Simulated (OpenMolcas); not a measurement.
**A ladder of methods for AlSiH5O2 (SMILES O[SiH2][O][AlH2])**

AlSiH5O2: 9 atoms, total charge 0, spin state singlet. As SMILES, `O[SiH2][O][AlH2]`. The shape is that of a PBE0-D4/def2-TZVP optimisation. This is one conformer, not always the lowest.

Each level gives the HOMO–LUMO gap (eV). The values are calculated.

```csv
level,kind,program,value (eV),CPU time
SVWN5/cc-pVDZ,LDA,OpenMolcas,4.72,34 s
BLYP/cc-pVDZ,GGA,OpenMolcas,4.89,47 s
revPBE/cc-pVDZ,GGA,OpenMolcas,4.95,48 s
M06-L/cc-pVDZ,meta-GGA,OpenMolcas,5.80,58 s
TPSS/cc-pVDZ,meta-GGA,OpenMolcas,5.29,61 s
r2SCAN/cc-pVDZ,meta-GGA,OpenMolcas,5.60,57 s
B3LYP/cc-pVDZ,global hybrid,OpenMolcas,6.62,49 s
BHLYP/cc-pVDZ,global hybrid,OpenMolcas,9.11,47 s
```

The values span 4.72 to 9.11 eV. Orbital gaps aren't excitation energies; they tend to grow with the share of exact exchange. Times are those of the runs behind each value, whatever else they computed, on shared processors of several kinds: orders of magnitude only.
